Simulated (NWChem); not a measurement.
The numbers come from NWChem runs, not from measurements. System: H2O2Pb, charge 1, spin multiplicity 2, at the geometry of a parent with another charge or spin, in a state set for the comparison that need not be this species' ground state. Its SCF solution wasn't tested for a lower state. Level: UPBE/def2-QZVP with def2 effective core potentials on Pb.

The NWChem input:

```
start mol
memory heap 200 mb stack 900 mb global 1100 mb
charge 1
geometry units angstroms nocenter noautoz
  Pb    -0.062111    -0.270554     0.000000
  O     -1.283571     1.469962     0.000000
  H     -0.666538     2.232405     0.000000
  O      1.689397     0.968815     0.000000
  H      2.513046     0.442832     0.000000
  symmetry group Cs
end
basis spherical
  * library def2-qzvp
end
ecp
  Pb library def2-ecp
end
dft
  xc xpbe96 cpbe96
  odft
  mult 2
  semidirect memsize 60000000 filesize 0
  iterations 100
end
task dft energy
```

NWChem printed:

```
             Northwest Computational Chemistry Package (NWChem) 7.3.0
             --------------------------------------------------------

                                NWChem Input Module
                                -------------------

 Scaling coordinates for geometry "geometry" by  1.889725989
 (inverse scale =  0.529177249)

 Turning off AUTOSYM since
 SYMMETRY directive was detected!

                             Geometry "geometry" -> ""
                             -------------------------

 Output coordinates in angstroms (scale by  1.889725989 to convert to a.u.)

  No.       Tag          Charge          X              Y              Z
 ---- ---------------- ---------- -------------- -------------- --------------
    1 Pb                  82.0000    -0.06211100    -0.27055400     0.00000000
    2 O                    8.0000    -1.28357100     1.46996200     0.00000000
    3 H                    1.0000    -0.66653800     2.23240500     0.00000000
    4 O                    8.0000     1.68939700     0.96881500     0.00000000
    5 H                    1.0000     2.51304600     0.44283200     0.00000000

 Effective nuclear repulsion energy (a.u.)     380.8215180126

            Nuclear Dipole moment (a.u.)
            ----------------------------
        X                 Y               Z
 ---------------- ---------------- ----------------
     0.0000264562     0.0000472431     0.0000000000

      Symmetry information
      --------------------

 Group name             Cs
 Group number              2
 Group order               2
 No. of unique centers     5

      Symmetry unique atoms

     1    2    3    4    5


 Summary of "ao basis" -> "" (spherical)
 ------------------------------------------------------------------------------
       Tag                 Description            Shells   Functions and Types
 ---------------- ------------------------------  ------  ---------------------
 *                         def2-qzvp                  on all atoms

 Summary of "ao basis" -> "ao basis" (spherical)
 ------------------------------------------------------------------------------
[...]
 overlap   0.998  0.999  0.998  0.995  0.996  1.000  1.000  0.999  0.985  0.985

   alpha    161    162    163    164    165    166    167    168    169    170
    beta    161    162    163    164    165    166    167    168    169    170
 overlap   1.000  1.000  0.999  0.999  0.991  0.991  1.000  0.999  1.000  1.000

   alpha    171    172    173    174    175    176    177    178    179    180
    beta    171    172    173    174    175    176    177    178    179    180
 overlap   1.000  1.000  1.000  1.000  1.000  1.000  1.000  1.000  1.000  1.000

   alpha    181    182    183    184    185    186    187    188    189    190
    beta    181    182    183    184    185    186    187    188    189    190
 overlap   1.000  1.000  1.000  1.000  1.000  1.000  1.000  1.000  1.000  1.000

   alpha    191    192    193    194    195    196    197    198    199    200
    beta    191    192    193    194    195    196    197    198    199    200
 overlap   1.000  1.000  1.000  0.999  0.999  0.999  0.999  1.000  1.000  0.999

   alpha    201    202    203    204    205    206    207    208    209    210
    beta    201    202    203    204    205    206    207    208    209    210
 overlap   0.999  0.994  0.988  0.994  0.988  0.998  0.998  0.999  0.999  1.000

   alpha    211    212    213    214    215    216    217    218    219    220
    beta    211    212    213    214    215    216    217    218    219    221
 overlap   1.000  1.000  1.000  0.999  0.999  0.998  0.998  1.000  0.999  0.998

   alpha    221    222    223    224    225    226    227    228    229    230
    beta    220    223    222    224    225    226    227    228    229    230
 overlap   0.981  0.996  0.760  0.715  0.927  0.995  0.996  0.998  0.998  0.998

   alpha    231    232    233    234    235    236    237    238    239    240
    beta    231    232    233    234    235    236    237    238    239    240
 overlap   0.998  1.000  1.000  0.999  0.999  0.982  0.982  0.995  0.995  1.000

   alpha    241    242    243    244    245    246    247    248    249    250
    beta    241    242    244    243    245    246    247    248    249    250
 overlap   1.000  1.000  0.755  0.595  0.791  0.964  1.000  1.000  1.000  1.000

   alpha    251    252    253    254    255    256
    beta    251    252    253    254    255    256
 overlap   1.000  1.000  1.000  1.000  1.000  1.000

     --------------------------
     Expectation value of S2:
     --------------------------
      <S2> =      0.7612 (Exact =     0.7500)

 center of mass
 --------------
 x =  -0.03565386 y =  -0.11374113 z =   0.00000000

 moments of inertia (a.u.)
 ------------------
         246.910092906598           4.135524006620           0.000000000000
           4.135524006620         284.012853073401           0.000000000000
           0.000000000000           0.000000000000         530.922945979999

     Multipole analysis of the density
     ---------------------------------

     L   x y z        total         alpha         beta         nuclear
     -   - - -        -----         -----         ----         -------
     0   0 0 0      1.000000    -20.000000    -19.000000     40.000000

     1   1 0 0      0.701202     -3.298419     -3.042771      7.042393
     1   0 1 0     -0.118811    -16.633547    -14.161687     30.676423
     1   0 0 1     -0.000000     -0.000000      0.000000      0.000000

     2   2 0 0    -22.017177    -91.804411    -83.259577    153.046810
     2   1 1 0     -0.587999      3.725819      2.850197     -7.164015
     2   1 0 1      0.000000      0.000000      0.000000      0.000000
     2   0 2 0    -22.647321    -70.735457    -64.704811    112.792948
     2   0 1 1     -0.000000     -0.000000      0.000000      0.000000
     2   0 0 2    -24.258903    -12.589863    -11.669040      0.000000

 Task  times  cpu:      434.7s     wall:      434.7s

 Total times  cpu:      434.7s     wall:      434.7s
```
